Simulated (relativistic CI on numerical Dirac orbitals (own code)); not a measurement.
# Hyperfine structure of Sb²⁹⁺, mass number 121

Computed by Dirac-Coulomb-Breit CI, orbitals from a KLI potential per configuration, a model potential for QED, unscaled Slater integrals (own radial code, finite nucleus).

CI space (outside the closed core [Ne]): 3s2.3p6.3d4, 3s2.3p5.3d5, 3s.3p6.3d5, 3s2.3p6.3d3.4s, 3s2.3p6.3d3.4p, 3s2.3p6.3d3.4d, 3s2.3p5.3d4.4s, 3s2.3p6.3d3.4f, 3s.3p6.3d4.4s, 3s2.3p6.3d2.4s.4p, 3s2.3p6.3d3.5s, 3p6.3d6, 3p5.3d7, 3p5.3d6.4s, 3s2.3p6.3d2.4s2, 3s2.3p6.3d.4s2.4p, 3s2.3p6.3d.4s2.4d, 3p6.3d5.4s, 3p5.3d5.4s2. Double excitations out of closed p, d and f shells are left out; levels of such configurations are missing from the list, as are those of other unlisted configurations, and high levels can miss mixing partners.

Nuclear spin I = 5/2, μ = 3.358 μN, Q = -0.543 b (tables of Stone and Pyykkö). The electronic factors are computed for point nuclear moments, without core polarisation or the Bohr-Weisskopf and QED corrections.

```tsv
Level	E (cm⁻¹)	A (MHz)	B (MHz)
3s2.3p6.3d4 5D_1	50847.5	1276	-3370
3s2.3p6.3d4 5D_2	85876.7	8797	-3160
3s2.3p6.3d4 5D_3	107586.9	13810	764
3s2.3p6.3d4 3G_3	190920.6	19830	-1770
3s2.3p6.3d4 3F_2	195309.4	17380	-4610
3s2.3p6.3d4 3H_5	203001.1	19420	-7260
3s2.3p6.3d4 3P_1	211289.8	17510	270
3s2.3p6.3d4 3H_6	216608.0	20150	-7780
```

Levels with J = 0, under 50 % of one LS term, or S terms without an open s electron are left out. Small factors come from cancelling terms and can be off by tens of per cent or more.

At this charge energies of transitions that change n are usually good to better than 1 %, and those within a shell (Δn = 0) to a few per cent. Terms inside the open d or f shell come out 10 to 20 % too wide with unscaled integrals.

Q: Give the hyperfine levels of 3s2.3p6.3d4 5D_2 relative to its centre of gravity.

A: With K = F(F + 1) − I(I + 1) − J(J + 1), E = AK/2 + B[¾K(K + 1) − I(I + 1)J(J + 1)]/[2I(2I − 1)J(2J − 1)]: F = 1/2: -63800, F = 3/2: -49180, F = 5/2: -25600, F = 7/2: 5743, F = 9/2: 43200 MHz.

LS names give the leading component of a level, which can be under half, so a name can repeat, a term be missing and a line seem to break the LS rules.
